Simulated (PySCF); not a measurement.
## Frontier orbitals and the lowest excitations

Compound: C5H4Cl2O2.
Geometry (PBE0-D3(BJ)/def2-SVP, Å), atoms numbered from 1 in this order:
```xyz
13
C5H4Cl2O2 angstrom
C      2.958    0.414   -0.291
O      1.542    0.521   -0.310
C      0.884   -0.487    0.255
O      1.400   -1.447    0.761
C     -0.553   -0.284    0.185
C     -1.760   -0.182    0.168
C     -3.203   -0.074    0.149
Cl    -3.787    0.236   -1.507
Cl    -3.745    1.191    1.282
H      3.338    1.320   -0.777
H      3.288   -0.481   -0.838
H      3.329    0.348    0.742
H     -3.675   -1.010    0.476
```

Level of theory: PySCF, TDDFT PBE0/def2-SVPD, vertical, gas phase, core orbitals frozen in the response.

Kohn–Sham orbitals with the atoms that hold most of them (Löwdin shares over 4%, at most four atoms; ? is withheld):

```
orbital  ε (eV)                             atoms
 LUMO+2    0.10  Cl9 22%, C7 16%, C6 14%, H13 14%
 LUMO+1   -1.12  Cl8 28%, C7 22%, Cl9 20%, C5 13%
   LUMO       ?                                 ?
   HOMO   -8.59     O4 39%, C6 21%, C5 21%, O2 6%
 HOMO-1   -8.81                                 ?
 HOMO-2   -9.30  Cl8 43%, Cl9 36%, C7 11%, H13 5%
 HOMO-3   -9.34    Cl9 41%, Cl8 39%, C5 6%, C6 5%
```

Q: Which atoms hold the LUMO, and with what shares?

A: C6 (bonded to 2 C) 19%; C3 (bonded to C and 2 O) 17%; C5 (bonded to 2 C) 16%; O4 (bonded to C) 16%. By element: carbon 52% or more, oxygen 16% or more.

Q: Give the leading atoms of the HOMO-1.

A: C5 (bonded to 2 C) 26%; C6 (bonded to 2 C) 25%; Cl9 (bonded to C) 21%; Cl8 (bonded to C) 17%. By element: carbon 50% or more, chlorine 38%.

Q: What is the LUMO energy, and the HOMO–LUMO gap?

A: ε(LUMO) = -2.08 eV; the gap is 6.51 eV (0.2392 hartree).

Q: The HOMO–LUMO gap is 6.51 eV. Where does the response calculation put the lowest singlet, and from which orbitals?

A: S1 is at 4.68 eV (f = 0.0012), 1.83 eV below the gap, made of HOMO→LUMO (96%). Without the coupling terms of the response equations the lowest excitation would equal the gap.

Q: Give energy, strength and leading configuration of S1 and S4, and follow the Löwdin shares of the leading atoms from the occupied to the empty orbital.

A: 
- S1 (4.68 eV, f 0.0012), HOMO→LUMO (96%): O4 39% → 16%, C6 21% → 19%, C3 at most 6% → 17%
- S4 (6.04 eV, f 0.0004), HOMO-2→LUMO (72%): Cl8 43% → at most 16%, Cl9 36% → at most 16%, C6 at most 5% → 19%, C3 at most 5% → 17%

Löwdin shares depend on the basis, the more so with diffuse functions.

One conformer stands for the species.
